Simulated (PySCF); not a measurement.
A geometry optimisation on `C=C1[C@@H](Br)[C@@H]1CC`.

Computed with PBE0-D3(BJ)/def2-SVP geometry optimisation, gas phase (PySCF 2.14.0). Start geometry: GFN2-xTB. The input is one job of a driver script: a line of settings, then coordinates in Å.

Input:
```
{"job": {"xc": "PBE0", "basis": "def2-SVP", "d3": "d3bj", "grid": 1, "kind": "geom"}, "charge": 0, "multiplicity": 1}
C     -2.387840    -1.079574     0.804682
C     -1.372229    -0.656052     0.097562
C     -0.492262    -0.871330    -1.049583
Br    -1.188414    -0.660366    -2.848474
C     -0.334867     0.349431    -0.165513
C      0.892733     0.473761     0.711982
C      2.063147     1.071871    -0.061825
H     -2.917579    -1.982971     0.548245
H     -2.734874    -0.539195     1.670459
H      0.254700    -1.653328    -1.030861
H     -0.669318     1.294348    -0.583683
H      1.163158    -0.513107     1.095371
H      0.652506     1.109345     1.567844
H      2.312616     0.449646    -0.918640
H      1.810292     2.065885    -0.424117
H      2.940633     1.150579     0.575140
```

Question: Give the output.

Answer: 
```
step   0  E = -2807.09824422  max force = 0.015575
step   1  E = -2807.10005460  max force = 0.002979
step   2  E = -2807.10010216  max force = 0.000795
step   3  E = -2807.10010670  max force = 0.000306
optimisation converged
```

Energies in Eh; «max force» is the largest Cartesian gradient component in Eh/bohr.

Question: Give the first gradient maximum in eV/Å.

Answer: With 1 Eh/bohr = 51.422 eV/Å, 0.801 eV/Å.

In short: final energy -2807.10011 Eh after 3 steps; dipole 1.99 D.

Question: Where do the atoms end?

Answer: 0.023 Å rms from the input after alignment:
```
atom  x, y, z in Å
C1    -1.9529   -0.3059    1.4825
C2    -0.9339    0.1223    0.7555
C3    -0.0700   -0.0981   -0.3965
Br4   -0.7536    0.0881   -2.1797
C5     0.1112    1.1196    0.4978
C6     1.3518    1.2477    1.3530
C7     2.5323    1.8310    0.5927
H8    -2.4974   -1.2134    1.2070
H9    -2.2850    0.2399    2.3699
H10    0.6902   -0.8849   -0.3546
H11   -0.2444    2.0618    0.0578
H12    1.6077    0.2551    1.7602
H13    1.1108    1.8768    2.2268
H14    2.7958    1.2031   -0.2727
H15    2.3021    2.8375    0.2098
H16    3.4229    1.9127    1.2337
```

Cost: about 60 s of CPU time on one thread; the machine was shared, so the figure is rough.
Labels such as C1 count atoms from 1, the log's own numbers from 0.
